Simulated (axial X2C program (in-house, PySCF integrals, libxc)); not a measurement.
**BaC: cheaper levels and CCSD(T), 2c**

Computed with an axial X2C code built on PySCF integrals. Two-component (2c) means X2C with spin–orbit coupling and atomic mean-field two-electron Coulomb and Gaunt terms. Basis: Ba dyall-cv3z [14s14p9d5f1g], C dyall-v3z [7s6p2d1f] (cores contracted in-house); Gaussian nuclei, density fitting, unrestricted open shells. Masses: Ba 137.905 u, C 12.000 u.

State: Ω = 2 (⟨Sz⟩ = 2.00, ⟨Lz⟩ = 0.00 at HF); fragments Ba + C.

```csv
level,Re (Å),ωe (cm⁻¹)
HF,2.582,402.6
MP2,2.509,417.3
CCSD,2.523,413.1
```

Correlated methods: 14 electrons correlated (number of frozen shells: Ba 4 s, 3 p, 2 d; C 1 s), 268 virtual spin orbitals or spinors in MP2, 90 natural virtuals in coupled cluster.

CCSD(T), same Hamiltonian and basis:

Re = 2.518 Å, ωe = 413.2 cm⁻¹; T1 = 0.017 (Lee–Taylor normalisation).

**Question.** Give the differences from CCSD(T) in the columns below.

**Answer.** 

| level | ΔRe (Å) | Δωe (cm⁻¹) |
| --- | --- | --- |
| HF | 0.064 | -11 |
| MP2 | -0.009 | 4 |
| CCSD | 0.005 | 0 |

Occupations by symmetry block were frozen at the best pattern of an incomplete PBE0 search. De is not given where an atomic determinant may have missed its ground term or J level, or where the truncated virtual space spoils (T). CCSD and (T) use frozen natural virtuals with an MP2 correction for the truncation; (T) itself is uncorrected, so its De runs slightly low. PBE0 can misorder states that lie within some tenths of an eV, so this need not be the ground state of the molecule. The nearest other spin-free determinant of the search, M_S = 1, Λ = 0, lies 0.04 eV up at the distance of the search. The spin of this state cannot come from the lowest atoms; the curve heads to a higher limit, and no De is given. With several unpaired electrons one determinant need not be a pure state. A state of lower Ω lies just above, and one determinant can place such states too high, so the state shown need not be the lowest. The search has Ω = 1 only 0.04 eV up. Open-shell Ω = 0 determinants with evenly filled partner blocks cannot be reached by this program, so the Ω shown need not be the lowest component.
